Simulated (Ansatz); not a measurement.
BH5P2S (`PBSP`). Charge 0, multiplicity 1. All single points use the PBE0-D4/def2-TZVP geometry. It is one conformer, not always the lowest.

```xyz
9

P    -2.133    0.866    0.983
B    -0.367    0.271    0.637
S     0.036   -0.459   -0.930
P     2.017   -1.173   -0.588
H    -1.807    2.113    1.567
H    -2.504    1.358   -0.291
H     0.436    0.285    1.519
H     2.535   -0.764   -1.846
H     1.787   -2.496   -1.052
```

(1) What is the dipole moment at ωB97M-V/def2-TZVPP? (Estimate.)

(2) And with PBE, r2SCAN, B3LYP? (Best estimate.)

(3) Give the Mulliken charges with ωB97M-V, PBE, B3LYP in def2-TZVPP. (An estimate is asked.)

Results:

(1) Ansatz gave: 1.23 D, with components (1.06, -0.06, -0.62) D in this frame, pointing from negative to positive charge.

(2) Computed: PBE 1.13 D, r2SCAN 1.15 D, B3LYP 1.18 D.

(3) Computed: 
```tsv
atom	ωB97M-V	PBE	B3LYP
P1	-0.14	-0.13	-0.10
B2	-0.07	0.03	0.03
S3	-0.10	-0.11	-0.14
P4	-0.04	-0.01	0.03
H5	0.05	0.04	0.03
H6	0.05	0.04	0.02
H7	0.09	0.04	0.05
H8	0.07	0.05	0.04
H9	0.07	0.05	0.04
```

B3LYP here is the variant with VWN-RPA as its local correlation; programs differ in this.
